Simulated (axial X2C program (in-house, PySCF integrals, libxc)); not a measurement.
Nuclear properties of ReCl

Computed with an axial X2C code built on PySCF integrals: two-component X2C with atomic mean-field Coulomb and Gaunt terms, Gaussian nuclei, basis Re dyall-cv3z, Cl dyall-av3z with contracted cores.

R = 2.353 Å (near the PBE0 minimum at charge 0 of the determinant lowest at the starting distance; the state shown can have its own minimum elsewhere).

Input and command:
```json
{"zs": [75, 17], "q": 0, "bas": ["dyall-cv3z", "dyall-av3z"], "r0": 2.3, "levels": ["PBE0", "HF", "TPSSh", "B3LYP", "LDA"], "nst": 3}
```
```bash
python soeom.py task.json out
```

Keys: zs atomic numbers; q charge; bas basis sets; r0 starting distance in Å; levels methods; nst determinants followed.

Determinant lowest in the PBE0 search, Ω = 3 (⟨Sz⟩ = 2.91, ⟨Lz⟩ = 0.09 at PBE0), spin on the atoms Re 2.82, Cl 0.09:

| level | Eeff magnitude (GV/cm) | Ws magnitude Re (kHz) | A∥/gI Re (MHz) | qzz Re (a.u.) | A∥/gI Cl (MHz) | qzz Cl (a.u.) | μ (D) |
| --- | --- | --- | --- | --- | --- | --- | --- |
| PBE0 | 49.5 | 18.6 | 2450 | -7.33 | 19.6 | 0.88 | -2.22 |
| HF | 56.8 | 21.1 | 1800 | -8.92 | 16 | 0.75 | -2.65 |
| TPSSh | 47.1 | 17.6 | 2450 | -7.05 | 21.3 | 0.87 | -2.04 |
| B3LYP | 49.8 | 18.8 | 2490 | -6.48 | 17.1 | 0.93 | -2.21 |
| LDA | 42.6 | 16.2 | 2640 | -6.42 | 12.5 | 0.93 | -1.78 |

Eeff is the effective electric field on the electron electric dipole moment in this Ω state and Ws the scalar–pseudoscalar constant of the nucleus named (defined with the proton number Z and per Ω); A∥ (defined per Ω) follows by multiplying with gI = μI/(I μN); qzz is the electric field gradient, eQq0 = 234.96 MHz × Q/barn × qzz; μ is positive if the Cl end (last atom) is positive. The operators were transformed with the bare-nucleus X2C matrices; with these basis sets, hyperfine constants and field gradients can be off by tens of per cent, and where levels differ in sign neither size nor sign is settled.

(1) With gI(187Re) = 1.2879, Q(187Re) = 2.07 barn, gI(35Cl) = 0.5479, Q(35Cl) = -0.08112 barn (g factors from the IAEA table of nuclear moments by Stone; Q from Pyykkö, Mol. Phys. 2018), turn the PBE0 values of the first state into constants in MHz.

Each state is one determinant with collinear spin, which with several unpaired electrons need not be a pure state. Unrestricted Hartree–Fock can overshoot spin polarisation at the nuclei. This is the top spin component of a Σ state; components of lower Ω are not single determinants and can lie lower. With several open shells hyperfine constants can be off by a factor of several. Open-shell Ω = 0 determinants with evenly filled partner blocks cannot be reached by this program, so the Ω shown need not be the lowest component. At B3LYP, LDA a later determinant lies lower. States lie within half an eV, so the first need not be the ground state. Further determinants of the search, some of them spin-mixed, are not shown.

Results:

(1) A∥(187Re) = 2450 × 1.2879 = 3160 MHz; eQq0(187Re) = 234.96 × (2.07) × (-7.33) = -3570 MHz; A∥(35Cl) = 19.6 × 0.5479 = 10.7 MHz; eQq0(35Cl) = 234.96 × (-0.08112) × (0.88) = -16.8 MHz.
